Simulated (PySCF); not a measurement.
Compound: C7H12.
InChI=1S/C7H12/c1-2-6-4-7(3-1)5-6/h6-7H,1-5H2/t6-,7+

The closed-shell ground state was solved at several levels (PySCF, density fitting, gas phase, non-relativistic). Geometry: PBE0-D3(BJ)/def2-SVP; no solvent, vibrations or thermal averaging.

```csv
level,basis functions,HOMO (eV),LUMO (eV),gap (eV),dipole (D)
B3LYP/pcJ-1,309,-7.70,1.03,8.73,0.07
PBE0/pcSseg-1,179,-7.91,1.30,9.21,0.08
```

What might CAM-B3LYP/def2-SVPD (236 basis functions) give for the same quantities?

HOMO -9.29 eV, LUMO 1.35 eV, gap 10.64 eV, dipole 0.06 D.

Over all these levels, which gives the widest orbital gap and which the narrowest?

CAM-B3LYP/def2-SVPD (range-separated hybrid) has the widest, 10.64 eV, and B3LYP/pcJ-1 (global hybrid, 20 % exact exchange) the narrowest, 8.73 eV. Functional and basis both differ between the two, so the spread mixes both effects.

How far do the dipole and the HOMO energy spread over the levels?

The dipole runs from 0.06 to 0.08 D (mean 0.07 D) and the HOMO from -9.29 to -7.70 eV.
